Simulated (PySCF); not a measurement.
Computed shifts of a molecule C2H6F2OSi, B3LYP/pcSseg-1 (PySCF), GIAO, gas phase, atoms alike by connectivity averaged where their shifts nearly agree, in ppm (number of nuclei): ²⁹Si: -67.8 (1). ¹⁹F: -156.6 (2). ¹³C: 65.0 (1), 22.2 (1). ¹H: 4.53 (1), 4.40 (2), 1.67 (3). References: ²⁹Si against TMS (σ = 338.7 ppm); ¹⁹F against CFCl3 (σ = 161.7 ppm); ¹⁷O against H2O (σ = 333.8 ppm); ¹³C against TMS (σ = 181.3 ppm); ¹H against TMS (σ = 31.68 ppm), references at their B3LYP-D3(BJ)/def2-TZVP geometries, non-relativistic. The structure is a stationary point at ωB97X-D3(BJ)/def2-SVP. One conformer was computed; it need not be the lowest.

Problem. Which structure fits?
A) C[Si@@H](O)C(F)F
B) CO[Si@@H](F)CF
C) C[C@@H](F)[Si@@H](O)F
D) CCO[SiH](F)F

Solution. D, CCO[SiH](F)F
